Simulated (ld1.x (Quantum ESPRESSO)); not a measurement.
## Varying the RRKJ potential for silicon

Base potential:

ld1.x (Quantum ESPRESSO) 7.5 input, shortened:

```
&input
   title='Si', zed=14., rel=1, dft='PBESOL', iswitch=3,
   config='[Ne] 3s2 3p1 3d-2'
 /
 &inputp
   pseudotype=2, tm=.false., lloc=0,
   nlcc=.true., new_core_ps=.true., rcore=1.50
 /
3
3P  2  1   1.00   0.00  1.95  1.95  0.0
3D  3  2  -2.00   0.35  2.00  2.00  0.0
3S  1  0   2.00   0.00  1.85  1.85  0.0
 &test
   configts(1)='3s2 3p1'
 /
```

Cutoffs, loose and tight: the cutoffs (Ry, on a coarse ladder) from which the occupation-weighted sum of valence levels, in a spherical-Bessel basis at the reference potential, stays within 10 and 1 mRy of its value at 400 Ry. They do not see the model core or the augmentation charge, which bear on the density cutoff. Test errors are all-electron minus pseudo excitation energies from the reference, over the configurations 3s2 3p2; 3s2 3p0; 3s1 3p0; 3s2 3p1.5; 3s1 3p3; 3s2 3p2.3; 3s0 3p4. A dash means not determined; rows that change the core or the reference have their own tests.

| change | outcome | cutoff, loose | cutoff, tight | bound ghosts | largest test error (meV) |
| --- | --- | --- | --- | --- | --- |
| base | generated | 21 Ry | 40 Ry | none | +52 |
| core correction none | generated | 21 Ry | 40 Ry | none | +70 |
| core correction Bessel-smoothed model core inside 0.74 bohr | generated | 21 Ry | 40 Ry | none | +42 |
| core correction Bessel-smoothed model core inside 0.90 bohr | generated | 21 Ry | 40 Ry | none | +42 |
| core correction Bessel-smoothed model core inside 1.16 bohr | generated | 21 Ry | 40 Ry | none | +44 |
| core correction Bessel-smoothed model core inside 1.30 bohr | generated | 21 Ry | 40 Ry | none | +50 |
| core correction Bessel-smoothed model core inside 1.42 bohr | generated | 21 Ry | 40 Ry | none | +53 |
| core correction Bessel-smoothed model core inside 1.68 bohr | generated | 21 Ry | 40 Ry | none | +29 |
| core correction Bessel-smoothed model core inside 1.86 bohr | generated | 21 Ry | 40 Ry | none | -19 |
| core correction Bessel-smoothed model core inside 2.00 bohr | generated | 21 Ry | 40 Ry | none | -16 |
| core correction Bessel-smoothed model core inside 2.20 bohr | generated | 21 Ry | 40 Ry | none | +30 |
